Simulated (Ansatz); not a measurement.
A nudged elastic band was laid between two geometries of ClH3Sn + H2O (8 atoms, charge 0, multiplicity 1).

Theory: RKS revPBE-D4/def2-SVP (Ansatz).

```yaml
movable_images: 5
climbing_image: yes
spring: 5.0 eV/Å²
optimiser: quadratic models (default)
start_path: through a guess of the saddle point
force_threshold: 0.05 eV/Å
iteration_limit: 60
end_points: relaxed
```

Initial state:

```xyz
8
Properties=species:S:1:pos:R:3
Sn 0.000 -0.328 -0.017
H 0.116 -0.758 1.648
H 1.468 -0.122 -0.886
Cl -1.287 1.717 -0.187
H -1.051 -1.444 -0.834
O 1.458 1.917 1.294
H 1.157 1.894 2.222
H 0.732 2.416 0.859
```

Final state:

```xyz
8
Properties=species:S:1:pos:R:3
Sn 0.289 0.231 -0.835
H -0.082 0.949 3.882
H 1.408 0.397 -2.143
Cl -1.456 1.801 -1.252
H -0.394 -1.315 -0.529
O 1.156 0.728 0.914
H 1.475 1.652 0.889
H 0.198 0.849 3.173
```

Q: Which bonds break or form, and what moves?

A: Bonds broken: Sn1–H2, O6–H8. Bonds formed: Sn1–O6, H2–H8. ClH3Sn + H2O becomes ClH3OSn + H2.

Q: Give the energies along the band, and the barrier.

A: The run converged. The highest image is number 3 of 0 to 6, 30.7 kcal/mol above the first end and 25.4 kcal/mol above the last; the last end lies 5.3 kcal/mol above the first. A vibrational analysis at the climbing image gives one clearly imaginary mode, 1192i cm⁻¹: a first-order saddle point. The orbitals stay closed-shell, which can raise the energy where a bond breaks towards radicals; this wasn't checked here.

```csv
image,path coordinate (Å),energy (kcal/mol),Sn1–H2 (Å),O6–H8 (Å),Sn1–O6 (Å)
0,0.00,0.0,1.72,0.98,2.98
1,1.96,4.3,1.73,0.98,2.96
2,3.92,7.1,1.73,0.97,2.77
3,5.88,30.7,2.15,1.21,2.20
4,7.86,5.5,3.83,2.49,2.01
5,9.84,5.6,4.39,2.45,2.01
6,11.83,5.3,4.79,2.46,2.01
```

Q: What is the geometry of the highest image?

A: 
```xyz
8
Properties=species:S:1:pos:R:3
Sn 0.049 0.220 -0.116
H 1.083 -0.500 1.622
H 1.394 -0.298 -1.060
Cl -0.690 2.109 -1.428
H -1.372 -0.704 0.156
O 0.336 1.560 1.609
H 0.869 2.368 1.445
H 0.923 0.538 1.871
```

Q: What are the harmonic wavenumbers there?

A: 1192i, 137, 174, 330, 382, 430, 463, 591, 605, 713, 781, 820, 1323, 1548, 1692, 1851, 1903, 3645 cm⁻¹.

Run time: 6.8 min on 1 thread of Arm Neoverse V2 (shared host), peak memory 0.13 GiB.
